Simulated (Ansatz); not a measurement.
This geometry of Cl2FH2O2Ta + H2 (10 atoms, charge 0, multiplicity 1) is a first-order saddle point.

Theory: RKS B3LYP-D4/def2-SVP in Ansatz.

```xyz
10
Properties=species:S:1:pos:R:3
Ta -0.426 -0.368 0.266
F 1.586 0.613 0.299
Cl -0.146 -0.665 2.589
O -0.131 -0.674 -1.576
H 0.328 -1.183 -2.252
O -0.947 1.432 0.251
H -0.419 2.243 0.287
Cl -2.401 -1.586 0.276
H 1.163 -1.446 0.338
H 1.649 -0.520 0.335
```

Question: Which two structures does it join? (They come from a converged band through this point; their orientation in space is the band's.)

Answer: Bonds broken: H9–H10. Bonds formed: Ta1–H9, F2–H10. Cl2FH2O2Ta + H2 becomes Cl2FH4O2Ta.

First end point:

```xyz
10
Properties=species:S:1:pos:R:3
Ta -0.270 0.200 0.176
F 1.604 0.342 0.314
Cl -0.330 0.730 2.499
O -0.118 -0.174 -1.655
H 0.038 -0.430 -2.568
O -1.320 1.740 -0.163
H -1.631 2.333 0.537
Cl -1.465 -1.759 0.575
H 1.598 -2.829 0.560
H 2.149 -2.307 0.536
```

Last end point:

```xyz
10
Properties=species:S:1:pos:R:3
Ta -0.537 -0.444 0.265
F 1.736 0.638 0.259
Cl -0.182 -0.595 2.598
O -0.217 -0.690 -1.589
H 0.278 -1.223 -2.220
O -0.884 1.408 0.231
H -0.287 2.169 0.256
Cl -2.507 -1.647 0.308
H 0.944 -1.474 0.343
H 1.910 -0.298 0.363
```

Question: How far does it lie above each of them?

Answer: 1.42 eV above the first and 0.09 eV above the second. This is the barrier of this one path; another mechanism may lie lower. The orbitals stay closed-shell, which can raise the energy where a bond breaks towards radicals; this wasn't checked here.

Run time: 4.7 min on 4 threads of Arm Neoverse V2, on a shared host, peak memory 0.39 GiB.
